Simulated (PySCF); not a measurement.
A side-by-side comparison of computed properties.

First species: C5H7FO2Si.
Structure used (GFN2-xTB), in Å, numbered top down from 1:
```xyz
16
C5H7FO2Si angstrom
C     -2.040   -0.723   -0.283
C     -0.622   -0.192   -0.324
F     -0.211   -0.086   -1.669
C     -0.460    1.165    0.308
C      0.730    1.739    0.443
O      1.912    1.181    0.127
Si     2.166   -0.430   -0.112
C      0.419   -1.097    0.337
O      0.122   -1.951    1.132
H     -2.333   -0.869    0.753
H     -2.086   -1.679   -0.799
H     -2.719   -0.022   -0.762
H     -1.354    1.694    0.591
H      0.838    2.743    0.835
H      3.116   -0.822    0.916
H      2.515   -0.643   -1.505
```

Second species: C4H6N2.
SMILES: `C#CCNN=C`

Levels: wB97X-D/def2-SVPD for dipole moment, HOMO energy, LUMO energy, HOMO–LUMO gap, static isotropic polarisability and electronic spatial extent ⟨r²⟩ about the centre of nuclear charge; TDDFT wB97X-D/def2-SVPD for lowest singlet excitation; TDA wB97X-D/def2-SVPD for lowest triplet excitation (Tamm–Dancoff); GFN2-xTB for rotational constant A and rotational constant C. Geometries: GFN2-xTB. Each species is one conformer at its optimised geometry, gas phase, non-relativistic unless stated; the electronic structure was computed with PySCF and density fitting.

The conformers computed, where there is a choice (atom-mapped SMILES and torsion angles):
- `[CH:1]#[C:2][CH2:3][NH:4][N:5]=[CH2:6]`: C2–C3–N4–N5 -143°, C3–N4–N5–C6 -167°

```json
{"property": "dipole moment", "column X": "1.41 D", "column Y": "1.64 D"}
{"property": "HOMO energy", "column X": "-8.77 eV", "column Y": "-8.25 eV"}
{"property": "LUMO energy", "column X": "0.11 eV", "column Y": "1.95 eV"}
{"property": "HOMO–LUMO gap", "column X": "8.88 eV", "column Y": "10.20 eV"}
{"property": "lowest singlet excitation", "column X": "3.29 eV", "column Y": "5.96 eV"}
{"property": "lowest triplet excitation (Tamm–Dancoff)", "column X": "2.71 eV", "column Y": "3.83 eV"}
{"property": "static isotropic polarisability", "column X": "85.6 au", "column Y": "67.1 au"}
{"property": "electronic spatial extent ⟨r²⟩ about the centre of nuclear charge", "column X": "1175 bohr²", "column Y": "766 bohr²"}
{"property": "rotational constant A", "column X": "2.042 GHz", "column Y": "18.197 GHz"}
{"property": "rotational constant C", "column X": "1.129 GHz", "column Y": "1.517 GHz"}
```

(1) Which column belongs to which species?

(2) How does each property change from the first species to the second?

Answers

(1) Column X is the first species and column Y the second. The first has 16 atoms and 76 electrons, the second 12 and 44.

(2) dipole moment +0.23 D; HOMO energy +0.52 eV; LUMO energy +1.84 eV; HOMO–LUMO gap +1.32 eV; lowest singlet excitation +2.67 eV; lowest triplet excitation (Tamm–Dancoff) +1.12 eV; static isotropic polarisability -18.5 au; electronic spatial extent ⟨r²⟩ about the centre of nuclear charge -409 bohr²; rotational constant A +16.155 GHz; rotational constant C +0.388 GHz.

On the first: The principal polarisabilities are 71.8, 84.2 and 100.7 au; their mean is the isotropic value. The dipole matches unit charges of opposite sign 0.29 Å apart (1 e·Å = 4.8032 D).

On the second: A dipole of 1.64 D is allowed in C1, and pure rotational transitions are dipole-allowed. S1 lies 4.24 eV below the HOMO–LUMO gap; its leading configuration is HOMO→LUMO, weight 0.86.
